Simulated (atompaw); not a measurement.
# An all-electron radial function and its pseudo partner (nickel)

Columns: radius, all-electron u(r) and pseudo u(r) of the 4s shell (level -5.64 eV) of nickel in the configuration [Ne] 3s2 3p6 3d8 4s2 4p0; PBE, scalar-relativistic, PAW (atompaw) scheme, atompaw 4.2.0.5.

| r (bohr) | all-electron | pseudo |
| --- | --- | --- |
| 0.062 | -0.0248 | -0.0201 |
| 0.123 | 0.1338 | -0.0388 |
| 0.185 | 0.1602 | -0.0557 |
| 0.246 | 0.0845 | -0.0692 |
| 0.308 | -0.0299 | -0.0790 |
| 0.369 | -0.1359 | -0.0840 |
| 0.431 | -0.2160 | -0.0839 |
| 0.492 | -0.2613 | -0.0784 |
| 0.554 | -0.2750 | -0.0671 |
| 0.615 | -0.2620 | -0.0505 |
| 0.677 | -0.2281 | -0.0281 |
| 0.738 | -0.1804 | -0.0011 |
| 0.800 | -0.1224 | 0.0310 |
| 0.862 | -0.0591 | 0.0671 |
| 0.923 | 0.0054 | 0.1058 |
| 0.985 | 0.0708 | 0.1475 |
| 1.046 | 0.1335 | 0.1901 |
| 1.108 | 0.1942 | 0.2340 |
| 1.169 | 0.2504 | 0.2771 |
| 1.231 | 0.3034 | 0.3201 |
| 1.292 | 0.3514 | 0.3609 |
| 1.354 | 0.3957 | 0.4003 |
| 1.415 | 0.4350 | 0.4368 |
| 1.477 | 0.4708 | 0.4713 |
| 1.538 | 0.5020 | 0.5020 |
| 1.600 | 0.5299 | 0.5299 |

Question: How many radial nodes do the two functions have?

Answer: The all-electron 4s function has n − l − 1 = 3; the pseudo-wave has 1, since 1 lower shell of the same l stays in the valence.

Question: Is the pseudo-wave norm-conserving?

Answer: No, it belongs to a PAW set: the norm inside the radius is not constrained, and the difference is carried by the augmentation charge.
